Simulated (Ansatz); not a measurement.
Scan of H₂Mg, singlet: symmetric bend, bond length relaxed. Scanned: H-Mg-H angle. Other coordinates (Mg-H bond length) were minimised at B3LYP/def2-TZVP.

Levels: RKS-PBE/cc-pVQZ = restricted PBE/cc-pVQZ (Ansatz, a first-principles code); RKS-B3LYP/cc-pVQZ = restricted B3LYP/cc-pVQZ in Ansatz; FCI/cc-pVQZ = full CI/cc-pVQZ, frozen core (Ansatz).

Energies relative to the lowest point of each profile, in kJ/mol; the last columns give the error against full CI:

```json
[
 {"a / °": "180", "RKS-PBE/cc-pVQZ": "0.0", "RKS-B3LYP/cc-pVQZ": "0.0", "FCI/cc-pVQZ": "0.0", "RKS-PBE/cc-pVQZ − FCI/cc-pVQZ": "0.0", "RKS-B3LYP/cc-pVQZ − FCI/cc-pVQZ": "0.0"},
 {"a / °": "171.28", "RKS-PBE/cc-pVQZ": "1.0", "RKS-B3LYP/cc-pVQZ": "1.1", "FCI/cc-pVQZ": "1.1", "RKS-PBE/cc-pVQZ − FCI/cc-pVQZ": "-0.1", "RKS-B3LYP/cc-pVQZ − FCI/cc-pVQZ": "0.0"},
 {"a / °": "160.20", "RKS-PBE/cc-pVQZ": "5.2", "RKS-B3LYP/cc-pVQZ": "5.5", "FCI/cc-pVQZ": "5.6", "RKS-PBE/cc-pVQZ − FCI/cc-pVQZ": "-0.4", "RKS-B3LYP/cc-pVQZ − FCI/cc-pVQZ": "-0.1"},
 {"a / °": "147.73", "RKS-PBE/cc-pVQZ": "14.0", "RKS-B3LYP/cc-pVQZ": "14.8", "FCI/cc-pVQZ": "15.0", "RKS-PBE/cc-pVQZ − FCI/cc-pVQZ": "-1.0", "RKS-B3LYP/cc-pVQZ − FCI/cc-pVQZ": "-0.2"},
 {"a / °": "139.61", "RKS-PBE/cc-pVQZ": "22.3", "RKS-B3LYP/cc-pVQZ": "23.5", "FCI/cc-pVQZ": "23.9", "RKS-PBE/cc-pVQZ − FCI/cc-pVQZ": "-1.6", "RKS-B3LYP/cc-pVQZ − FCI/cc-pVQZ": "-0.3"},
 {"a / °": "132.34", "RKS-PBE/cc-pVQZ": "31.6", "RKS-B3LYP/cc-pVQZ": "33.3", "FCI/cc-pVQZ": "33.7", "RKS-PBE/cc-pVQZ − FCI/cc-pVQZ": "-2.1", "RKS-B3LYP/cc-pVQZ − FCI/cc-pVQZ": "-0.4"},
 {"a / °": "117.84", "RKS-PBE/cc-pVQZ": "56.0", "RKS-B3LYP/cc-pVQZ": "59.1", "FCI/cc-pVQZ": "59.4", "RKS-PBE/cc-pVQZ − FCI/cc-pVQZ": "-3.4", "RKS-B3LYP/cc-pVQZ − FCI/cc-pVQZ": "-0.3"},
 {"a / °": "112.05", "RKS-PBE/cc-pVQZ": "68.2", "RKS-B3LYP/cc-pVQZ": "72.1", "FCI/cc-pVQZ": "72.2", "RKS-PBE/cc-pVQZ − FCI/cc-pVQZ": "-4.0", "RKS-B3LYP/cc-pVQZ − FCI/cc-pVQZ": "-0.1"},
 {"a / °": "101.47", "RKS-PBE/cc-pVQZ": "95.1", "RKS-B3LYP/cc-pVQZ": "100.6", "FCI/cc-pVQZ": "100.1", "RKS-PBE/cc-pVQZ − FCI/cc-pVQZ": "-5.0", "RKS-B3LYP/cc-pVQZ − FCI/cc-pVQZ": "0.5"},
 {"a / °": "92.21", "RKS-PBE/cc-pVQZ": "124.4", "RKS-B3LYP/cc-pVQZ": "131.6", "FCI/cc-pVQZ": "130.0", "RKS-PBE/cc-pVQZ − FCI/cc-pVQZ": "-5.7", "RKS-B3LYP/cc-pVQZ − FCI/cc-pVQZ": "1.5"},
 {"a / °": "77.68", "RKS-PBE/cc-pVQZ": "184.2", "RKS-B3LYP/cc-pVQZ": "195.0", "FCI/cc-pVQZ": "190.2", "RKS-PBE/cc-pVQZ − FCI/cc-pVQZ": "-6.0", "RKS-B3LYP/cc-pVQZ − FCI/cc-pVQZ": "4.8"},
 {"a / °": "69.63", "RKS-PBE/cc-pVQZ": "226.5", "RKS-B3LYP/cc-pVQZ": "239.9", "FCI/cc-pVQZ": "232.0", "RKS-PBE/cc-pVQZ − FCI/cc-pVQZ": "-5.4", "RKS-B3LYP/cc-pVQZ − FCI/cc-pVQZ": "7.9"},
 {"a / °": "60", "RKS-PBE/cc-pVQZ": "287.1", "RKS-B3LYP/cc-pVQZ": "304.2", "FCI/cc-pVQZ": "291.2", "RKS-PBE/cc-pVQZ − FCI/cc-pVQZ": "-4.1", "RKS-B3LYP/cc-pVQZ − FCI/cc-pVQZ": "13.0"}
]
```

RKS-PBE/cc-pVQZ is furthest from FCI/cc-pVQZ at 77.68 (-6.0 kJ/mol, below); its mean absolute error over the points is 3.0 kJ/mol.

RKS-B3LYP/cc-pVQZ is furthest from FCI/cc-pVQZ at 60 (13.0 kJ/mol, above); its mean absolute error over the points is 2.2 kJ/mol.
